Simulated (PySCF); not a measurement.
AlClH₄O₂Si, SMILES [OH][Al]([Cl])[O][SiH3].

Geometry: PBE0-D3(BJ)/def2-SVP. The structure was generated by enumeration; whether it is a known compound was not checked. Other conformers were not sampled.

Level of theory: IEF-PCM-B3LYP/def2-SVP (PySCF).

The values are the electrostatic part of the solvation free energy, E(continuum) − E(gas) at the gas-phase geometry, in a cavity of scaled van der Waals radii (PySCF's table); cavitation and dispersion terms are not included. A continuum can't describe solvent molecules that bind to the metal. In vacuum the orbital gap is 7.54 eV. The dipole moment in vacuum is 2.14 D.

Computed values in water (ε = 78.36), acetonitrile (ε = 35.69), N,N-dimethylformamide (ε = 37.22):
| solvent | ε | ΔG(elec) (kcal/mol) | dipole (D) | gap (eV) |
|---|---|---|---|---|
| water | 78.36 | -6.7 | 2.62 | 7.78 |
| acetonitrile | 35.69 | -6.6 | 2.60 | 7.77 |
| N,N-dimethylformamide | 37.22 | -6.6 | 2.60 | 7.78 |
